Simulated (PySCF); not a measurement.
# Fractional electron number in Hf (hafnium, neutral)

The 5d alpha orbital of [Xe] 4f14 5d2 6s2 is emptied in steps (occupation f), with all orbitals relaxed, ending at [Xe] 4f14 5d1 6s2. Calculation: PySCF 2.14, in def2-TZVPPD with the def2 core potential (60 electrons); a scalar-relativistic core potential. The exact energy is a straight line in f; departures are measured from the line between the end points of the same method.

```csv
f,LDA (eV),PBE (eV)
1,0.000,0.000
0.8,-0.594,-0.599
0.6,-0.894,-0.909
0.4,-0.889,-0.918
0.2,-0.579,-0.617
0,0.000,0.000
```

```tsv
method	E(f=0) − E(f=1) (eV)	−ε at f=1 (eV)	−ε at f=0.4 (eV)
LDA	7.019	3.331	7.818
PBE	7.088	3.389	7.811
```

Orbital energy along the path (eV):

```tsv
f	LDA	PBE
1	-3.331	-3.389
0.8	-4.773	-4.806
0.6	-6.276	-6.282
0.4	-7.818	-7.811
0.2	-9.293	-9.380
0	-10.488	-10.970
```

Reference removal energy between the ground levels: 6.825 eV (measured; NIST Atomic Spectra Database, ionization energies). The calculation has no spin-orbit coupling.
